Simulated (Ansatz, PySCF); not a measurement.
BH3O3, SMILES OB(O)O.

Geometry optimised at TPSSh-D3(BJ)/def2-SVP. The values are those of a single conformer.

Vertical ionisation energy (IE) and electron affinity (EA) in eV. Rows of orbital energies are one-electron estimates. Where ΔSCF, EOM or ADC give a negative EA the extra electron is unbound and the value depends on the basis.

| level | IE | EA |
|---|---|---|
| −ε(HOMO), −ε(LUMO), r2SCAN/def2-TZVPD (PySCF) | 7.92 | 0.61 |
| −ε(HOMO), −ε(LUMO), PBE/def2-TZVPD (PySCF) | 7.55 | 1.28 |
| ΔSCF, PBE0/def2-SVPD (Ansatz), final states of multiplicity 2 and 2 | 11.91 | -0.67 |
| ΔSCF, PBE/def2-SVPD (Ansatz), final states of multiplicity 2 and 2 | ___ | ___ |

Problem. Fill in the missing entries. (An estimate is asked for; the answer gives what the named calculation found.)

Solution. 
- ΔSCF, PBE/def2-SVPD (Ansatz, a quantum-chemistry and plane-wave program), final states of multiplicity 2 and 2, IE: 11.48
- ΔSCF, PBE/def2-SVPD (Ansatz), final states of multiplicity 2 and 2, EA: -0.54

Problem. What vertical singlet–triplet gap does ΔSCF give with PBE0/def2-SVPD (Ansatz) and with PBE/def2-SVPD (Ansatz)? (The exact figures need the calculation; the answer reports its results.)

Solution. 7.51 and 6.99 eV (triplet above singlet where positive).
